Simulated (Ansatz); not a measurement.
System: CH₃Cl₂Si, net charge 0, doublet state. It need not be the lowest isomer of its formula. 
Structure (B3LYP-D3(BJ)/def2-TZVP (Ansatz, an electronic-structure program) minimum search):
```xyz
7

Si    -0.1118     0.5614    -0.1945
Cl     0.4691    -0.9445    -1.4955
Cl     0.7343     0.2027     1.6639
C     -1.9767     0.5318    -0.0272
H     -2.4430     0.7001    -0.9982
H     -2.3031     1.3053     0.6685
H     -2.2868    -0.4443     0.3533
```
Charge 0, spin multiplicity 2.

Quantity: atomisation energy (electronic, to ground-state atoms), in kJ/mol. Valence correlation only, unless marked. Open shells are spin-unrestricted. No spin-orbit coupling. Non-relativistic. The coupled-cluster limit lacks core correlation, which all-electron functionals hold. Basis-set limits of correlation are two-point, X^-3; Hartree-Fock from the larger set. [CCSD(T)-MP2]/basis is that difference in the basis named.

```tsv
level	program	atomisation energy (kJ/mol)
SVWN5/def2-TZVPD	Ansatz	2690.2
PBE0/6-31G*	Ansatz	2338.5
PBE0-D3(BJ)/def2-TZVP	Ansatz + dftd3	2390.0
PBE0/def2-TZVP	Ansatz	2372.8
```

Question: What does RI-MP2/CBS(cc-pV(T+d)Z,cc-pV(Q+d)Z)+[CCSD(T)-MP2]/cc-pV(T+d)Z (Ansatz) give?

Answer: 2370.5 kJ/mol
